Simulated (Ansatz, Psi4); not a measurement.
SiHI3 (triiodosilane): from total energies to a heat of formation

The species is SiHI3 (5 atoms), meant as a singlet with charge 0. SMILES: `I[SiH](I)I`. The shape is that of a PBE0-D4/def2-TZVP optimisation.

Total energies at M06-L/def2-SVP (core potential) (Psi4 1.11); the atoms run unrestricted:

```tsv
species	state	energy (Eh)
SiHI3	singlet	-1183.717807
I	doublet	-297.839420
Si	triplet	-289.261393
H	doublet	-0.501665
```

Harmonic wavenumbers at PBE0-D4/def2-TZVP, in cm⁻¹: 73, 73, 118, 289, 407, 407, 725, 725, 2265.

Measured heats of formation of the gaseous atoms at 298.15 K, in kJ/mol: I 106.8, Si 450.0, H 218.0. Spin-orbit lowering of the atoms at 298 K (mean of the ground term's levels less their thermal mean, from spectra), in kJ/mol: I 30.32, Si 0.44. Take 1 Eh = 2625.50 kJ/mol, 1 cm⁻¹ = 0.0119627 kJ/mol, RT = 2.479 kJ/mol.

Task: What heat of formation follows?

Result: 
1. Electronic atomisation energy: 3 × (-297.839420) + (-289.261393) + (-0.501665) − (-1183.717807) = 0.436489 Eh = 1146.0 kJ/mol.
2. Zero-point energy: half the sum of the wavenumbers, 2541 cm⁻¹ = 30.4 kJ/mol.
3. Thermal vibrational enthalpy, Σ hcν̃/(exp(hcν̃/kT) − 1): 9.2 kJ/mol. Translation, rotation and pV of a non-linear molecule: 4 RT = 9.9 kJ/mol.
4. The 5 free atoms carry 5/2 RT each: 31.0 kJ/mol.
5. Spin-orbit coupling lowers the free atoms by 3 × 30.32 + 0.44 = 91.4 kJ/mol.
6. Atomisation enthalpy at 298 K: 1146.0 − 91.4 − 30.4 − 9.2 − 9.9 + 31.0 = 1036.1 kJ/mol.
7. Sum of the atoms' heats of formation: 988.4 kJ/mol. Heat of formation: 988.4 − 1036.1 = -47.7 kJ/mol.

The tabulated value is -74.5 kJ/mol (NIST-JANAF tables; in doubt, as an older value, an estimate or one at odds with other calculations), so this level is off by +26.8 kJ/mol, or 2.5 % of the atomisation enthalpy that the table implies (1062.7 kJ/mol). The molecule's own second-order spin-orbit lowering, which matters beside iodine, is left out. Anharmonicity and any spin-orbit splitting of the molecule are left out.
